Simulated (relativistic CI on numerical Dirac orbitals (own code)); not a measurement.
## What each ingredient does to the levels of S⁵⁺

Base calculation: Dirac-Coulomb-Breit CI, orbitals from a KLI potential per configuration, QED by a radiative potential, valence Slater integrals scaled by 0.85, P86 correlation energy added to each configuration.

CI space (outside the closed core [Ne]): 3s, 3p, 3d, 4s, 4p, 4d, 4f, 5s, 5p, 5d, 5f, 5g, 6s, 6p, 6d, 7s, 7p. Levels of other configurations are missing.

Variants: (1) no correlation estimate; (2) valence Slater integrals scaled by 0.75. Shifts of the energy above 3s ²S1/2, in cm⁻¹, for the lowest level and the first level of each name with at least 55 % of one term (blank where a level changes its place among those of its configuration and J or its character, or is not in the variant):

| Level | Base | Δ(1) | Δ(2) | Measured |
| --- | --- | --- | --- | --- |
| 3s ²S1/2 | 0 | 0 | 0 | 0 |
| 3p ²P°1/2 | 105927 | -352 | 0 | 105874 |
| 3p ²P°3/2 | 107164 | -352 | 0 | 107138 |
| 3d ²D3/2 | 247243 | -450 | 0 | 247422 |
| 3d ²D5/2 | 247256 | -450 | 0 | 247455 |
| 4s ²S1/2 | 360585 | -230 | 0 | 362989 |
| 4p ²P°1/2 | 398986 | -446 | 0 | 401169 |
| 4p ²P°3/2 | 399430 | -446 | 0 | 401627 |
| 4d ²D3/2 | 449368 | -239 | 0 | 451797 |
| 4d ²D5/2 | 449373 | -239 | 0 | 451814 |
| 4f ²F°5/2 | 461977 | -3141 | 0 |  |
| 4f ²F°7/2 | 461986 | -3141 | 0 |  |
| 5s ²S1/2 | 501149 | -524 | 0 | 504102 |
| 5p ²P°1/2 | 519226 | -637 | 0 | 522029 |
| 5p ²P°3/2 | 519435 | -637 | 0 | 522250 |
| 5d ²D3/2 | 543139 | -529 | 0 | 546048 |
| 5d ²D5/2 | 543142 | -529 | 0 | 546059 |
| 5f ²F°5/2 | 550917 | -3138 | 0 |  |
| 5f ²F°7/2 | 550922 | -3138 | 0 |  |
| 5g ²G7/2 | 551066 | -3124 | 0 |  |
| 5g ²G9/2 | 551069 | -3124 | 0 |  |
| 6s ²S1/2 | 570769 | -846 | 0 | 573738 |

At this charge configurations can still be misplaced by up to about 7 % of their energy. 22 of the 22 excited levels that our extract of the measured tables holds in this range could be paired (the sources list more); they are missed by 2242 cm⁻¹ on average and 2968 at most, and levels without a partner can miss by more.

Measured levels: NIST levels in Podobedova, Kelleher and Wiese, J. Phys. Chem. Ref. Data 38, 171 (2009).

Ionisation energy from the two ground configurations alone: base 87.92 eV; no correlation estimate 87.53 eV. The NIST ASD value (measured) is 88.0529 eV.
